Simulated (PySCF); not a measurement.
SrCl2, SMILES [Cl][Sr][Cl].

Geometry: PBE-D3(BJ)/def2-TZVP. The isomer is the one that the SMILES or the coordinates give; other isomers of the formula were not compared. The def2 effective core potentials stand for the cores of Sr; spin–orbit coupling is left out.

Level of theory: PBE-D3(BJ)/def2-TZVP (PySCF).

Frequencies are harmonic and unscaled.

Task: Estimate the vibrational spectrum. (An estimate is asked for; the answer gives what the named calculation found.)

Result: 
| mode | ν (cm⁻¹) | IR (km/mol) | moving atoms (share of kinetic energy) |
|---|---|---|---|
| 1 | 43 | 24.5 | Cl 67 %, Sr 33 % |
| 2 | 275 | 13.5 | Cl 88 %, Sr 12 % |
| 3 | 310 | 133.4 | Cl 59 %, Sr 41 % |
